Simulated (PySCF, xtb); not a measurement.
B(H)(Cl)(vinyl) (C₂H₄BCl), SMILES B(C=C)Cl.

GFN2-xTB run with xtb at its own geometry gives an orbital gap of 3.12 eV and a dipole moment of 1.92 D.

Coordinates come from a B3LYP-D3(BJ)/def2-SVP optimisation. One conformer was computed; it need not be the lowest.

Problem. What does CAM-B3LYP/def2-TZVPD (PySCF) give? (Estimate from the structure and the level; the computed values follow.)

Solution. gap 8.75 eV (levels -9.78 and -1.03 eV), dipole 2.05 D.
